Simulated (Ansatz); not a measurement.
A geometry relaxed with Ansatz (a first-principles code) with B3LYP-D3(BJ)/def2-TZVP, charge 0, multiplicity 1:

```xyz
9

H     -0.7627     2.1132     0.2364
H      0.8886     2.1220     0.4096
H     -1.4259    -2.1643    -0.2502
N     -1.4177    -1.1594    -0.3122
Ga     0.1178    -0.2115    -0.0334
H      2.7932    -0.2169     0.0333
H     -2.3248    -0.7720    -0.1093
S      2.0372    -1.3259    -0.0286
N      0.0943     1.6148     0.0545
```

### Question
Write the SMILES of this molecule.

### Answer
`[NH2][Ga]([NH2])[SH]`
